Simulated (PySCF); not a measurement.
cyclopropanecarbaldehyde (C4H6O), SMILES C1C(C=O)C1. Geometry: B3LYP-D3(BJ)/def2-SVP. The values are those of a single conformer.

These are B3LYP-D3(BJ)/def2-SVP in PySCF 2.14.0 values and carry that method's errors.

Harmonic wavenumbers (cm⁻¹): 115, 254, 307, 685, 791, 815, 824, 838, 995, 1048, 1054, 1090, 1095, 1112, 1193, 1216, 1379, 1421, 1424, 1478, 1825, 2888, 3128, 3130, 3171, 3225, 3235. Rotational constants (GHz): 11.42, 3.964, 3.818; symmetry number 1.

Problem. Work out the zero-point energy and the ideal-gas rigid-rotor harmonic-oscillator thermochemistry at 298.15 K and 1 atm.

Solution. ZPE = ½ Σ hcν = ½ × 39738 cm⁻¹ = 237.69 kJ/mol. H − E(el) = 253.50 kJ/mol. Entropy in J/(mol K): translation 161.75, rotation 104.74, vibration 33.23, total 299.72. G − E(el) = 164.14 kJ/mol. Cp = 80.95 J/(mol K). Modes under 150 cm⁻¹ make the vibrational entropy uncertain.
